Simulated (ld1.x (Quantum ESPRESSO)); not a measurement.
# u(r) = r·R(r): atom against pseudo-atom (nitrogen)

Columns: radius, all-electron u(r) and pseudo u(r) of the 2p shell (level -37.43 eV) of nitrogen in the configuration [He] 2s2 2p1; revPBE, scalar-relativistic, TM scheme, ld1.x (Quantum ESPRESSO) 7.5.

| r (bohr) | all-electron | pseudo |
| --- | --- | --- |
| 0.078 | 0.0598 | 0.0251 |
| 0.155 | 0.1844 | 0.0964 |
| 0.232 | 0.3272 | 0.2057 |
| 0.310 | 0.4665 | 0.3424 |
| 0.388 | 0.5892 | 0.4897 |
| 0.465 | 0.6894 | 0.6299 |
| 0.542 | 0.7690 | 0.7517 |
| 0.620 | 0.8300 | 0.8470 |
| 0.698 | 0.8719 | 0.9101 |
| 0.775 | 0.8959 | 0.9420 |
| 0.852 | 0.9049 | 0.9484 |
| 0.930 | 0.9010 | 0.9355 |
| 1.008 | 0.8863 | 0.9096 |
| 1.085 | 0.8635 | 0.8768 |
| 1.162 | 0.8341 | 0.8402 |
| 1.240 | 0.7994 | 0.8015 |
| 1.318 | 0.7612 | 0.7617 |
| 1.395 | 0.7214 | 0.7214 |
| 1.472 | 0.6803 | 0.6803 |
| 1.550 | 0.6385 | 0.6385 |
| 1.628 | 0.5969 | 0.5969 |
| 1.705 | 0.5567 | 0.5567 |
| 1.782 | 0.5178 | 0.5178 |
| 1.860 | 0.4800 | 0.4800 |
| 1.938 | 0.4439 | 0.4439 |
| 2.015 | 0.4102 | 0.4102 |

(1) How many radial nodes do the two functions have?

(2) At about which radius was the pseudo-wave matched?

(3) Where does each function peak?

(4) Is the pseudo-wave norm-conserving?

Answers

(1) The all-electron 2p function has n − l − 1 = 0; the pseudo-wave has 0.

(2) 1.50 bohr. The columns agree to 0.0005 from 1.40 bohr on; several derivatives are matched, so the curves merge somewhat inside the radius.

(3) Outermost all-electron maximum near 0.85 bohr, pseudo maximum near 0.85 bohr (to the table’s step).

(4) Yes: the TM scheme keeps the norm inside the radius equal to the all-electron one, which fixes the energy derivative of the logarithmic derivative at the level.
